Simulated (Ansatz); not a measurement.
Input file for `CCB(O)BCl`:

```yaml
crystal:
  periodic: [false, false, false]
  atoms:
    - {symbol: C, position_ang: [0.285536, -0.282586, -1.715799]}
    - {symbol: C, position_ang: [0.900137, -0.582348, -0.346629]}
    - {symbol: B, position_ang: [-0.043062, -0.206139, 0.846906]}
    - {symbol: O, position_ang: [-0.287320, -1.140637, 1.799670]}
    - {symbol: B, position_ang: [-0.780845, 1.348409, 1.018658]}
    - {symbol: Cl, position_ang: [-2.009729, 1.523317, 2.262592]}
    - {symbol: H, position_ang: [-0.604696, -0.891539, -1.894118]}
    - {symbol: H, position_ang: [-0.014158, 0.765939, -1.801210]}
    - {symbol: H, position_ang: [0.987903, -0.488046, -2.526794]}
    - {symbol: H, position_ang: [1.814544, 0.019583, -0.236517]}
    - {symbol: H, position_ang: [1.212250, -1.629419, -0.283512]}
    - {symbol: H, position_ang: [-0.889598, -0.820791, 2.482246]}
    - {symbol: H, position_ang: [-0.550463, 2.349457, 0.409207]}
basis:
  gaussian: {orbitals: def2-TZVPP}
correlation: {method: ccsd_t}
output: {orbitals: {seedname: orbitals}}
```

```sh
$ ansatz run in.yaml --threads 4 --pin off --events-out ev --progress --plain
```

The program prints (abridged):

```
Functional definition: HF
1755 factors; integrals over basis functions are off by at most 1.1e-3 eV
mean field evaluation 1: about -18055.7013 eV, gradient 4.4e1 eV
mean field evaluation 2: about -18055.9294 eV, gradient 4.4e1 eV
mean field evaluation 4: about -18060.4802 eV, gradient 4.8e0 eV
mean field evaluation 8: about -18060.5603 eV, gradient 2.9e-1 eV
mean field -18060.56080679 eV, -663.7133677619 hartree, gradient 3.8e-6 eV, S^2 0.000000; 0 other end points of the search recorded, 0 dependent functions left out
10 core orbitals not correlated: weight in the atoms' cores, before any rotation towards them, 1.000 or more for the frozen orbitals, at most 0.000 for the correlated occupied ones
reference -18060.56080679 eV, -663.7133677619 hartree; 17, 17 occupied and 268, 268 virtual orbitals, 1755 factors
second order -26.46080284 eV of doubles, -0.00000000 eV of singles
cycle   1  -27.31273994 eV  change   -8.5e-1 eV  update   1.1e-1
cycle   2  -27.92149997 eV  change   -6.1e-1 eV  update   3.2e-2
cycle   3  -28.06489417 eV  change   -1.4e-1 eV  update   1.9e-2
cycle   4  -28.05316866 eV  change    1.2e-2 eV  update   5.6e-3
cycle   5  -28.05005745 eV  change    3.1e-3 eV  update   2.9e-3
cycle   6  -28.05092132 eV  change   -8.6e-4 eV  update   9.5e-4
cycle   7  -28.05059546 eV  change    3.3e-4 eV  update   3.5e-4
cycle   8  -28.05053795 eV  change    5.8e-5 eV  update   1.1e-4
cycle   9  -28.05058116 eV  change   -4.3e-5 eV  update   4.7e-5
cycle  10  -28.05056915 eV  change    1.2e-5 eV  update   2.3e-5
perturbative correction -1.12578024 eV, -0.0413716607 hartree
Total energy: -18089.73715619 eV, -664.7855788256 hartree
```

Run time 3.5 min (4 threads of a server CPU on a shared host); peak host memory 4 GiB.

MP2 recovers 90.7 % of the CCSD(T) correlation energy and the triples give 3.9 %; T1 = 0.0129.
